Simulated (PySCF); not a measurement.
**Telling isomers of C₆H₆O apart by NMR**

Non-relativistic Hamiltonian, one conformer, equivalent nuclei averaged, in vacuum. σ from GIAO-PBE0/pcSseg-1; GFN2-xTB structure; PySCF.

Referencing at the same level of theory: ¹H, ¹³C vs TMS. Where no couplings were computed, multiplicities follow the n + 1 count of equivalent neighbours, and m marks all less simple cases (inequivalent or close neighbours, rings, F or P nearby). Shifts are as computed. Against solution values, carbons near 30 ppm lie about +3 ppm off and those near 130 ppm about +5 ppm. Of 1211 compounds with measured shifts, 218 miss one by over three times the rms of a fit or turn the order of signals round; such compounds aren't used in these exercises.

(1) Tabulate the signals of `C1=C[C@H]2C=C[C@@H]1O2`, `C=C(C)C#CC=O` and their relative energies.

(2) What is the quickest way to tell C1=C[C@H]2C=C[C@@H]1O2 from C=C(C)C#CC=O?

## Answers

(1) 
| SMILES | carbon types | δC | δH | E rel. (kcal/mol) |
| --- | --- | --- | --- | --- |
| C1=C[C@H]2C=C[C@@H]1O2 | 6×CH | 156.8, 85.7 | 7.41 (m, 4H), 5.26 (m, 2H) | 0.0 |
| C=C(C)C#CC=O | 3×C 1×CH 1×CH2 1×CH3 | 180.7, 141.5, 134.1, 102.0, 95.3, 26.0 | 9.72 (s, 1H), 6.22 (m, 1H), 6.14 (m, 1H), 2.10 (s, 3H) | 1.7 |

Energies are electronic energies at PBE0/pcSseg-1 on these geometries, without zero-point or thermal terms, each for the one conformer computed, which needn't be the lowest.

(2) Count the carbon signals: 2 against 6. The first has an allylic sp3 CH bonded to O at 85.7 ppm, the second a terminal =CH2 carbon at 141.5 ppm. Their most deshielded carbons lie at 156.8 and 180.7 ppm. In the proton spectra the most deshielded non-exchanging signals are 7.41 (m, 4H) and 9.72 (s, 1H).
